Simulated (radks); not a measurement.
All-electron atom: Cs X in [Kr] 4d10.

All-electron calculation, non-relativistic Kohn-Sham, LB94 model potential, spin-polarised, spherical densities, point nucleus; relativity is left out, which matters for an element this heavy. Program: a radial shooting solver on a logarithmic mesh with Libxc functionals.

Energy parts (eV):
| part | energy |
|---|---|
| kinetic | 205465.28 |
| electron-nucleus | -480708.73 |
| Hartree | 75140.81 |
(The LB94 potential has no energy functional, so no total or exchange-correlation energy is given.)

Orbitals (lengths in bohr, moments of r in powers of bohr; <r^-3> diverges for s and p1/2; r(max) is where P^2 peaks):
| orbital | occ. | eigenvalue (eV) | <r^4> | <r^-3> | <1/r> | r(max) |
|---|---|---|---|---|---|---|
| 1s | 2 | -34512.79 | 2.616e-06 | - | 54.51 | 0.01830 |
| 2s | 2 | -5401.664 | 0.0004583 | - | 12.54 | 0.1008 |
| 2p | 6 | -5103.789 | 0.0002963 | 5552 | 12.58 | 0.07870 |
| 3s | 2 | -1237.898 | 0.01860 | - | 4.603 | 0.2862 |
| 3p | 6 | -1109.657 | 0.01758 | 1056 | 4.539 | 0.2728 |
| 3d | 10 | -870.3025 | 0.01380 | 174.5 | 4.422 | 0.2207 |
| 4s | 2 | -337.9468 | 0.5017 | - | 1.915 | 0.6684 |
| 4p | 6 | -291.8631 | 0.5992 | 218.0 | 1.823 | 0.6828 |
| 4d | 10 | -211.7951 | 0.9269 | 29.41 | 1.620 | 0.7145 |

The highest occupied level is 4d at -211.80 eV. The density falls to 0.001 e/bohr^3 at r = 2.13 bohr. For comparison, the ionisation energy in NIST's Atomic Spectra Database is 213 eV (measured). In exact Kohn-Sham theory the highest level is minus the ionisation energy, but local and semilocal functionals leave it too shallow, through self-interaction and a potential that decays too fast; potentials with the right tail come closer. The electron density at the nucleus is 1.176e+05 e/bohr^3.
